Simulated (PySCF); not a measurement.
C₅H₁₅NSi, SMILES C[SiH2]NC(C)(C)C, singlet, GFN2-xTB optimised geometry.

```
22

Si    -2.00    -0.85     0.00
C     -2.50    -1.71    -1.61
N     -0.29    -0.85     0.00
C      0.60    -0.44     1.08
C      1.94    -0.03     0.46
C      0.00     0.74     1.82
C      0.82    -1.61     2.05
H     -2.63    -1.55     1.14
H     -2.49     0.54     0.00
H     -3.58    -1.69    -1.72
H     -2.19    -2.75    -1.62
H     -2.07    -1.23    -2.47
H      0.17    -1.52    -0.60
H      1.79     0.78    -0.25
H      2.40    -0.87    -0.06
H      2.63     0.31     1.23
H     -0.21     1.55     1.13
H      0.69     1.10     2.58
H     -0.93     0.45     2.30
H      1.49    -1.31     2.86
H     -0.13    -1.91     2.48
H      1.25    -2.46     1.53
```

Density from PBE0/def2-SVP run with PySCF 2.14.0 at that geometry.

Minimum of the electron density along straight lines between bonded atoms, close to the bond critical point (lines longer than 1.1 times the sum of covalent radii, or with two minima, are not listed):

```tsv
bond	length / Å	ρ at the minimum / e bohr⁻³	∇²ρ there / e bohr⁻⁵	position (fraction from the first atom)
Si1–C2	1.893	0.112	0.33	0.38
Si1–N3	1.715	0.124	0.76	0.40
N3–C4	1.451	0.268	-0.76	0.61
C4–C5	1.534	0.245	-0.56	0.50
C4–C6	1.526	0.248	-0.58	0.50
C4–C7	1.535	0.245	-0.56	0.50
Si1–H8	1.478	0.115	0.31	0.49
Si1–H9	1.469	0.117	0.32	0.49
C2–H10	1.084	0.272	-0.97	0.62
C2–H11	1.086	0.271	-0.96	0.62
C2–H12	1.085	0.272	-0.97	0.62
N3–H13	1.010	0.332	-1.51	0.76
C5–H14	1.087	0.277	-1.02	0.63
C5–H15	1.088	0.275	-0.99	0.62
C5–H16	1.087	0.276	-1.01	0.62
C6–H17	1.086	0.278	-1.02	0.63
C6–H18	1.087	0.276	-1.01	0.62
C6–H19	1.086	0.277	-1.00	0.62
C7–H20	1.087	0.276	-1.00	0.62
C7–H21	1.087	0.277	-1.01	0.62
C7–H22	1.088	0.275	-1.00	0.62
```
